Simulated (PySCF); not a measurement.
Polarisability and C₆ of I⁺ (iodine, charge +1)

[Kr] 4d10 5s2 5p4, high-spin 3P determinant. Calculation: PySCF 2.14, in x2c-TZVPPall with one added diffuse shell each of s, p, d, f type (9s7p5d3f, 76 functions); scalar relativity by spin-free X2C-1e. Coupled (time-dependent) response in atomic units; α is the mean over directions.

| method | mean α (bohr³) | α xx, yy, zz | C₆ (like pair) | S(−4) |
| --- | --- | --- | --- | --- |
| UHF | 19.98 | 19.59, 20.75, 19.59 | 174.7 | 70.64 |
| PBE | 20.48 | 19.86, 21.71, 19.86 | 179.0 | 77.55 |
| PBE0 | 19.99 | 19.50, 20.98, 19.50 | 174.5 | 71.11 |
| HSE06 | 20.21 | 19.67, 21.28, 19.67 | 176.7 | 73.59 |

S(−4) is the Cauchy moment in α(ω) = α(0) + S(−4) ω² + …

Spin-orbit coupling is absent.

α(iu) at UHF:

| u (hartree) | α(iu) (bohr³) |
| --- | --- |
| 0 | 19.98 |
| 0.0500 | 19.80 |
| 0.100 | 19.30 |
| 0.200 | 17.55 |
| 0.300 | 15.32 |
| 0.500 | 11.11 |
| 0.750 | 7.482 |
| 1.00 | 5.308 |
| 1.50 | 3.116 |
| 2.00 | 2.112 |
| 3.00 | 1.218 |
| 5.00 | 0.5891 |

A single London oscillator, α(iu) = α/(1 + u²/ω²), gives C₆ = (3/4) ω α². Matching the computed C₆ needs ω = 4 × 174.7 / (3 × 19.98²) = 0.583 hartree.

For an ion, C₆ is the dispersion term alone; charge-induced terms of lower order in 1/R come first.

The components differ because the open shell of this determinant is not spherical; for a pure term their mean is the scalar polarisability.
